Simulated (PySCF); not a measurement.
Compound: C₄H₈Se.
Z-matrix (Å and degrees, PBE0-D3(BJ)/def2-SVP geometry), rows numbered from 1:
```
C 
C   1  1.5304
C   2  1.5023  1  111.91
C   3  1.4925  2  115.89  1    82.87
Se  3  1.7676  2  121.70  1   -95.64
H   1  1.1000  2  110.35  3   179.60
H   1  1.1008  2  112.01  3   -60.39
H   1  1.1001  2  110.35  3    60.03
H   2  1.1049  1  109.29  3   120.86
H   2  1.0991  1  109.30  3  -121.21
H   4  1.1049  3  109.31  2    65.99
H   4  1.1041  3  110.59  2   -50.35
H   4  1.0963  3  112.27  2  -172.97
```

All values: CAM-B3LYP/def2-SVPD (PySCF, non-relativistic), on one gas-phase PBE0-D3(BJ)/def2-SVP geometry that isn't relaxed in the solvent. The solvent is an IEF-PCM continuum (cavity from Bondi-type radii × 1.2), and excitations are vertical TDDFT with non-equilibrium linear response and a frozen core. The model holds no explicit solvent molecules, cavitation or dispersion. Spin–orbit coupling is left out although an atom past zinc is present.

```json
{"run": "gas", "E − E(gas) (kcal/mol)": "0.00", "HOMO (eV)": "-7.30", "HOMO–LUMO gap (eV)": "6.18", "dipole (D)": "2.95", "lowest singlet (eV)": "2.18", "static polarisability (au)": "80.4"}
{"run": "P", "E − E(gas) (kcal/mol)": "-1.51", "HOMO (eV)": "-7.36", "HOMO–LUMO gap (eV)": "6.25", "dipole (D)": "3.49", "lowest singlet (eV)": "2.24", "static polarisability (au)": "92.1"}
{"run": "Q", "E − E(gas) (kcal/mol)": "-4.07", "HOMO (eV)": "-7.53", "HOMO–LUMO gap (eV)": "6.38", "dipole (D)": "4.50", "lowest singlet (eV)": "2.39", "static polarisability (au)": "116.7"}
```

Task: The runs were made in cyclohexane and water. Which run belongs to which solvent?

Result: P = cyclohexane, Q = water. The dielectric constants are 2.017 (cyclohexane), 78.36 (water), and the energy falls further as ε rises. The optical constants n² used for the excitations are 2.04, 1.78 in the same order. In this model the ground state sees the solvent through ε alone.

Task: How constant is the ratio of the lowering to (ε − 1)/(2ε + 1)?

Result: 
```
    solvent  (ε − 1)/(2ε + 1)  E − E(gas) (kcal/mol)  ratio (kcal/mol)  polarisation term (kcal/mol)
cyclohexane             0.202                  -1.51              -7.5                         -1.68
      water             0.490                  -4.07              -8.3                         -5.43
```

The ratio changes by +11.1 % in size from cyclohexane to water. The polarisation term is half the interaction of the solute with the induced surface charges.
